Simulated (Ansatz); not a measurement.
A run for Ansatz (a first-principles code): R-CCSD(T)/cc-pV(T+d)Z on C2H7Al (SMILES C[CH2][AlH2]), a point of a torsion scan. Files ending in .json are basis or fitting sets from the Basis Set Exchange.

Ansatz 0.2 input:
```yaml
crystal:
  periodic: [false, false, false]
  atoms:
    - {symbol: C, position_ang: [-0.73373182, -0.52146575, 0.48047879]}
    - {symbol: C, position_ang: [-0.74253897, 0.67083761, -0.50651448]}
    - {symbol: Al, position_ang: [-0.72995915, 2.34369416, 0.59990515]}
    - {symbol: H, position_ang: [-1.61147679, -1.15115878, 0.35454073]}
    - {symbol: H, position_ang: [0.14923262, -1.14248189, 0.34811553]}
    - {symbol: H, position_ang: [-0.73175905, -0.16869584, 1.52033837]}
    - {symbol: H, position_ang: [0.11378749, 0.59310266, -1.18992904]}
    - {symbol: H, position_ang: [-1.61558330, 0.59690899, -1.16907581]}
    - {symbol: H, position_ang: [-0.73028136, 3.79804348, 0.06010914]}
    - {symbol: H, position_ang: [-0.71955454, 2.21584006, 2.14875674]}
basis:
  gaussian:
    orbitals: cc-pV_T+d_Z.json
magnetization: {spin_polarized: false}
correlation: {method: ccsd_t, electrons: outside_noble_gas}
scf: {lower_state_search: off}
```

Program output:

```
WARN ansatz: RAYON_NUM_THREADS=1 ignored (pool sized by the plan → 1); use --threads N
Functional definition: HF
these checks for a lower state are left out or cut short: stability, starts, cluster_reference, orbital_swaps, neighbouring_geometries, increment
integrals: 0.78 GiB planned
1105 factors; integrals over basis functions are off by at most 1.9e-3 eV
mean field: 0.47 GiB planned
mean field evaluation 1: about -8752.3989 eV, gradient 3.0e1 eV
mean field evaluation 2: about -8752.3979 eV, gradient 3.0e1 eV
mean field evaluation 4: about -8754.9747 eV, gradient 3.0e0 eV
mean field evaluation 8: about -8755.0099 eV, gradient 1.1e-1 eV
mean field -8755.01000722 eV, -321.7406834063 hartree, gradient 3.3e-6 eV, S^2 0.000000; 0 other end points of the search recorded, 0 dependent functions left out
7 core orbitals not correlated
reference -8755.01000722 eV, -321.7406834063 hartree; 9, 9 occupied and 181, 181 virtual orbitals, 1105 factors
second order -12.12338270 eV of doubles, -0.00000000 eV of singles
coupled cluster: 1.05 GiB planned
cycle   1  -12.88282594 eV  change   -7.6e-1 eV  update   7.3e-2
cycle   2  -13.25483875 eV  change   -3.7e-1 eV  update   2.2e-2
cycle   3  -13.29173317 eV  change   -3.7e-2 eV  update   7.0e-3
cycle   4  -13.29046407 eV  change    1.3e-3 eV  update   1.9e-3
cycle   5  -13.29050333 eV  change   -3.9e-5 eV  update   6.0e-4
cycle   6  -13.29041624 eV  change    8.7e-5 eV  update   1.9e-4
cycle   7  -13.29038367 eV  change    3.3e-5 eV  update   5.9e-5
cycle   8  -13.29038904 eV  change   -5.4e-6 eV  update   2.1e-5
perturbative correction -0.46364864 eV, -0.0170387734 hartree
Total energy: -8768.76404490 eV, -322.2461349683 hartree
Checks for a lower state left out: stability, starts, cluster_reference, orbital_swaps, neighbouring_geometries, increment
```

Self-consistency was reached.

Cost: about 100 core-seconds (a rough figure).
